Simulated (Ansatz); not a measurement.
```yaml
crystal:
  periodic: [false, false, false]
  atoms:
    - {symbol: F, position_ang: [-0.336203, -0.346495, 1.887013]}
    - {symbol: Zr, position_ang: [0.032893, -0.120746, 0.086058]}
    - {symbol: Cl, position_ang: [1.913014, -1.147692, -0.529415]}
    - {symbol: Cl, position_ang: [-1.810645, -0.916389, -1.207744]}
    - {symbol: Br, position_ang: [0.228030, 2.336620, -0.383833]}
basis:
  gaussian: {orbitals: def2-TZVP}
magnetization: {spin_polarized: true, initial_magnetization: 0}
hamiltonian: {xc: {name: SPW92}}
kpoints: {mp_grid: {grid: [2, 2, 2]}}
```

```sh
$ ansatz run in.yaml --threads 4 --pin off --events-out ev --progress --plain --max-ram 10444MiB
```

Shortened log:

```
Error: invalid value for `basis.gaussian`: such a run doesn't read kpoints; remove what it names
```

Problem. What is wrong with this run?

Solution. The input holds a key that doesn't belong there. The program refused the input.
